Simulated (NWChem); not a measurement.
System: ZnHOI; SMILES [OH][Zn][I]

Input file for NWChem:

```
start job
memory heap 200 mb stack 900 mb global 1100 mb
geometry units angstroms noautoz
  Zn    -0.235082     1.173590     0.000000
  I      0.248668    -1.208307     0.000000
  O     -0.734167     2.888336     0.000000
  H      0.036812     3.486240     0.000000
end
basis spherical
  * library sto-3g
end
dft
  xc pbe0
  iterations 150
  mulliken
end
task dft energy
```

Structure relaxed at the PBE-D3(BJ)/def2-SVP (def2 core potentials past Kr) level.

Q: Predict the main results of this run. (PBE0/STO-3G, non-relativistic.) Quantities: basis functions; energy (Ha); highest occupied level (eV); orbital gap (eV); dipole (D).

A: 
| Item | Result |
|---|---|
| number of basis functions | 51 |
| energy (Ha) | -8685.70 |
| highest occupied level (eV) | -0.63 |
| orbital gap (eV) | 2.54 |
| dipole (D) | 3.05 |
